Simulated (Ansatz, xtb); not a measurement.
## C6H9ClSi: which of two isomers lies lower

Structure X is `C#C[C@@H]1CC[Si@@]1(C)Cl`, a singlet and structure Y is `CC#C[Si]1(Cl)CCC1`, a singlet. Both are isolated molecules in the gas phase, relaxed with B3LYP-D3(BJ)/def2-SVP.

Quicker runs give these differences E(Y) − E(X): GFN2-xTB −6.2 kcal/mol; HF/STO-3G −9.3 kcal/mol (at GFN2-xTB geometries); r2SCAN-D4/def2-SVP −7.3 kcal/mol (at GFN2-xTB geometries).

Q: Estimate E(Y) − E(X) at the level CCSD(T)/def2-SVP + ΔMP2/def2-TZVPP.

A: Calculated at CCSD(T)/def2-SVP + ΔMP2/def2-TZVPP: E(Y) − E(X) = −6.5 kcal/mol, so structure Y lies lower.

How the difference moves with the method:

```json
{"level": "GFN2-xTB", "geometry": "GFN2-xTB", "E(Y) − E(X) (kcal/mol)": "−6.2", "departure from the last row (kcal/mol)": "+0.3", "job, with rough time for the two": "optimisation, 0.45 s"}
{"level": "HF/STO-3G", "geometry": "GFN2-xTB", "E(Y) − E(X) (kcal/mol)": "−9.3", "departure from the last row (kcal/mol)": "−2.8", "job, with rough time for the two": "single point, 0.92 s"}
{"level": "r2SCAN-D4/def2-SVP", "geometry": "GFN2-xTB", "E(Y) − E(X) (kcal/mol)": "−7.3", "departure from the last row (kcal/mol)": "−0.8", "job, with rough time for the two": "single point, 6.6 s"}
{"level": "B3LYP-D3(BJ)/def2-SVP", "geometry": "B3LYP-D3(BJ)/def2-SVP", "E(Y) − E(X) (kcal/mol)": "−6.1", "departure from the last row (kcal/mol)": "+0.4", "job, with rough time for the two": "optimisation, 91 s"}
{"level": "HF/def2-SVP", "geometry": "B3LYP-D3(BJ)/def2-SVP", "E(Y) − E(X) (kcal/mol)": "−8.8", "departure from the last row (kcal/mol)": "−2.3", "job, with rough time for the two": "part of the CCSD(T) run"}
{"level": "MP2/def2-SVP", "geometry": "B3LYP-D3(BJ)/def2-SVP", "E(Y) − E(X) (kcal/mol)": "−6.3", "departure from the last row (kcal/mol)": "+0.2", "job, with rough time for the two": "part of the CCSD(T) run"}
{"level": "CCSD(T)/def2-SVP", "geometry": "B3LYP-D3(BJ)/def2-SVP", "E(Y) − E(X) (kcal/mol)": "−6.5", "departure from the last row (kcal/mol)": "0.0", "job, with rough time for the two": "single point"}
{"level": "CCSD(T)/def2-SVP + ΔMP2/def2-TZVPP", "geometry": "B3LYP-D3(BJ)/def2-SVP", "E(Y) − E(X) (kcal/mol)": "−6.5", "departure from the last row (kcal/mol)": "", "job, with rough time for the two": "single point, 2.9 min"}
```

As drawn, both hold the same kinds of bond in the same numbers.

The levels shown agree on the order. The largest departure from CCSD(T)/def2-SVP + ΔMP2/def2-TZVPP is that of HF/STO-3G, 2.8 kcal/mol. A small imaginary or near-zero mode remains, so no thermal terms are given. The last row adds to CCSD(T) the change of the MP2 difference between the two basis sets, here 0.0 kcal/mol.

The correlated steps freeze 16 core orbitals. Programs: Ansatz 0.2.0, xtb 6.7.1; the last row on 4 threads of Arm Neoverse V1 on a shared host.
